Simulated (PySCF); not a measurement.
These are PBE-D3(BJ)/def2-TZVP // r2SCAN-D4/def2-TZVP (PySCF) values and carry that method's errors. All species are isolated molecules in the gas phase. One relaxed conformer stands for a flexible species; it need not be the lowest. Excitations are Tamm–Dancoff values on a coarser integration grid. The basis has no diffuse functions, so Rydberg states are missing or too high.

Reference species (SMILES): `[Ge]([F])([F])([F])[F]` (neutral, multiplicity 1).

```yaml
S1 excitation (TDA): 7.72 eV
S1 oscillator strength: 0.000
LUMO: -2.92 eV
```

After one change: the S1 excitation (TDA) drops by 1.22 eV; the S1 oscillator strength rises by 0.013; the LUMO rises by 1.34 eV.

Q: Name the change that produced these shifts. The new species is one of these.
A) `[OH][Ge]([OH])([OH])[OH]`
B) `[OH][Ge]([OH])([F])[F]` (H–O–Ge–F torsion -85°, F–Ge–O–H torsion 30°)
C) `[OH][Ge]([OH])([OH])[F]`
D) `[OH][Ge]([F])([F])[F]`

A: C, `[OH][Ge]([OH])([OH])[F]`
